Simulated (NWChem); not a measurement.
# TlCl; SMILES [Cl][Tl]

```xyz
2

Tl     0.0000     0.0000    -0.4135
Cl     0.0000     0.0000     2.1060
```
Atoms are numbered in this order, from 1.

All runs use the structure optimised with PBE0/def2-SVP. def2 effective core potentials on Tl; no spin-orbit coupling.

**Question.** List the 4 lowest vertical singlet excitations from PBE0/def2-SVPD with def2 effective core potentials on Tl, TDA (NWChem).

**Answer.** 
```json
[
 {"state": "S1", "energy (eV)": "4.70", "oscillator strength": "0.053", "leading excitation (squared amplitude)": "HOMO → LUMO (0.98)"},
 {"state": "S2", "energy (eV)": "4.70", "oscillator strength": "0.053", "leading excitation (squared amplitude)": "HOMO → LUMO+1 (0.98)"},
 {"state": "S3", "energy (eV)": "4.83", "oscillator strength": "0.000", "leading excitation (squared amplitude)": "HOMO−2 → LUMO+1 (0.50)"},
 {"state": "S4", "energy (eV)": "4.88", "oscillator strength": "0.000", "leading excitation (squared amplitude)": "HOMO−2 → LUMO (0.50)"}
]
```
